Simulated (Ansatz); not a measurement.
Job for Ansatz (an electronic-structure program): R-BLYP/def2-TZVPP on HF (SMILES F).

Ansatz 0.2 input:
```yaml
crystal:
  periodic: [false, false, false]
  atoms:
    - {symbol: F, position_ang: [-0.00000000, 0.00000000, 0.46222970]}
    - {symbol: H, position_ang: [0.00000000, -0.00000000, -0.46222970]}
basis:
  gaussian:
    orbitals: def2-TZVPP
hamiltonian:
  xc: {name: BLYP}
scf: {lower_state_search: off}
```

Output:

```
WARN ansatz: RAYON_NUM_THREADS=1 ignored (pool sized by the plan → 1); use --threads N
Functional definition: BLYP
these checks for a lower state are left out or cut short: stability, starts, cluster_reference, orbital_swaps, neighbouring_geometries, increment
integrals: 0.00 GiB planned
215 factors; their error is unknown
mean field: 0.06 GiB planned
mean field evaluation 1: about -2732.4244 eV, gradient 3.7e1 eV
mean field evaluation 2: about -2727.0698 eV, gradient 7.4e1 eV
mean field evaluation 4: about -2734.2415 eV, gradient 4.1e-1 eV
mean field evaluation 8: about -2734.2406 eV, gradient 1.4e-3 eV
mean field -2734.24055052 eV, -100.4814868967 hartree, gradient 1.0e-6 eV, S^2 0.000000; 0 other end points of the search recorded, 0 dependent functions left out
reference -2734.24067429 eV, -100.4814914451 hartree; 5, 5 occupied and 40, 40 virtual orbitals, 215 factors
Total energy: -2734.24067429 eV, -100.4814914451 hartree
Checks for a lower state left out: stability, starts, cluster_reference, orbital_swaps, neighbouring_geometries, increment
```

Self-consistency was reached.

Cost: roughly 0.18 core-seconds.
